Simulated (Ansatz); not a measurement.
SiBr2H2 (SiH2Br2). Charge 0, multiplicity 1. Geometry PBE-D4/def2-TZVP, basis def2-TZVP, Ansatz.

```xyz
5

Si    0.077   -0.134   -0.080
Br    0.183    0.266    2.106
Br   -1.149    1.407   -1.113
H    -0.568   -1.458   -0.282
H     1.457   -0.081   -0.632
```

| run | HOMO (eV) | LUMO (eV) |
| --- | --- | --- |
| A | -8.15 | -1.01 |
| B | -7.34 | -1.64 |
| C | -8.22 | -1.12 |
| D | -10.97 | 1.38 |
| E | -8.62 | -0.75 |
| F | -7.69 | -1.32 |

HSE06 is defined as in plane-wave codes, on full-range PBE exchange.

**Question.** The runs used HSE06, PBE, PBE0, r2SCAN, r2SCANh, ωB97X-V. Estimate which is which.

**Answer.** A r2SCANh (10 % exact exchange); B PBE (0 % exact exchange); C HSE06 (range-separated); D ωB97X-V (range-separated); E PBE0 (25 % exact exchange); F r2SCAN (0 % exact exchange). Exact exchange lowers occupied and raises empty levels; among semilocal functionals meta-GGAs tend to open the gap a little, and such runs are hard to tell apart. The gap grows from 5.70 eV (PBE) to 12.36 eV (ωB97X-V).
